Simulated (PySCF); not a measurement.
## Vibration and rotation of RbSr

B97-3 constants of RbSr, ²Σ⁺ (doublet), unpaired electrons σ ↑ (Rb def2-SVPD with ECP28, Sr def2-SVPD with ECP28; scalar-relativistic core potentials (PySCF 2.14); masses 84.9118 and 87.9056 u):

| Item | Value |
| --- | --- |
| ωe | 47.2 cm⁻¹ |
| ωexe | 0.237 cm⁻¹ |
| Be | 0.018225 cm⁻¹ |
| αe | 0.000103 cm⁻¹ |
| De to Rb + Sr | 0.178 eV |

**Question.** What force constant and bond length do these constants imply?

**Answer.** Reduced mass μred = 43.191 u; k = 5.8918×10⁻⁷·μred·ωe² (u, cm⁻¹, mdyn/Å) = 0.0567 mdyn/Å; Re = √(16.8576/(μred·Be)) (u, cm⁻¹, Å) = 4.628 Å.

**Question.** Estimate the centrifugal constant D from the Kratzer relation and find the Dunham coefficient a1.

**Answer.** D = 4Be³/ωe² = 1.09e-08 cm⁻¹; a1 = −1 − αeωe/(6Be²) = -3.44.

The bond is weak. Basis-set superposition, not corrected here, can be much of De in a small basis, most of all at correlated wavefunction levels. Functionals without a dispersion term scatter widely for such bonds, and LDA overbinds them. Spin–orbit coupling is left out. The state was picked by a PBE0 search and need not be the measured ground state.
